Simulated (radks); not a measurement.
The numbers below are computed, except where a source is named.
Species: the magnesium ion Mg+. Configuration: [Ne] 3s1 (the NIST ground configuration).

Level of theory: Dirac Kohn-Sham, PBE, spin-unpolarised, spherical densities, point nucleus; speed of light set to 171.295 atomic units (1.25 times the physical value, a model run) (a radial shooting solver on a logarithmic mesh with Libxc functionals).

Energy parts (eV):
part                      energy
total                  -5438.749
kinetic                 5440.674
electron-nucleus      -12947.177
Hartree                 2506.878
exchange-correlation    -439.125

Orbitals (lengths in bohr, moments of r in powers of bohr):
\begin{tabular}{lrrrr}
orbital & occ. & eigenvalue (eV) & <1/r> & small-component weight \\ \hline
1s1/2 & 2 & -1267.933 & 11.61 & 1.15e-03 \\
2s1/2 & 2 & -88.8006 & 2.100 & 1.48e-04 \\
2p1/2 & 2 & -55.8060 & 1.961 & 1.33e-04 \\
2p3/2 & 4 & -55.6212 & 1.956 & 1.33e-04 \\
3s1/2 & 1 & -11.3716 & 0.4772 & 1.50e-05 \\
\end{tabular}

The highest occupied level is 3s1/2 at -11.372 eV. The density falls to 0.001 e/bohr^3 at r = 3.81 bohr.
